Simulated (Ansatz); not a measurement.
A series at Al: from `[OH][Al]([OH])[OH]`, ligands are replaced one by one, each step taking up NH₃ and setting free H₂O; n counts the steps. Ansatz, PBE0-D4/def2-TZVP geometries. Each molecule was computed in one conformer, which needn't be the lowest.

CBS adds triple-zeta CCSD(T) − MP2 to the MP2 limit, frozen cores; atoms without spin–orbit coupling. 

```
n                 molecule  atomization energy, CCSD(T)/CBS (kJ/mol)
0     `[OH][Al]([OH])[OH]`                                         ?
1    `[NH2][Al]([OH])[OH]`                                    3037.4
2   `[NH2][Al]([NH2])[OH]`                                    3258.7
3  `[NH2][Al]([NH2])[NH2]`                                    3478.8
```

Q: By hand: fit a straight line y = ȳ + b (n − n̄) to the 3 given rows and predict n = 0.

A: n̄ = 2.000, ȳ = 3258.30; Σ(n − n̄)(y − ȳ) = 441.40, Σ(n − n̄)² = 2.000, so b = 220.70 kJ/mol a step. Prediction: 3258.30 + (220.70) × (-2.000) = 2816.9 kJ/mol.

Q: By hand: compare with the computed value, 2814.1 kJ/mol, and give the steps along the whole series.

A: The line misses by -2.8 kJ/mol (computed minus predicted). Steps: 223.3, 221.3, 220.1 kJ/mol.

The steps differ by at most 3.2 kJ/mol, 1.4 % of a mean step, so the ligands' effects nearly add and a line is close. The miss is 0.4 % of the series' range. The energies themselves are unsure by some kJ/mol a bond, though much of that is common to the series.
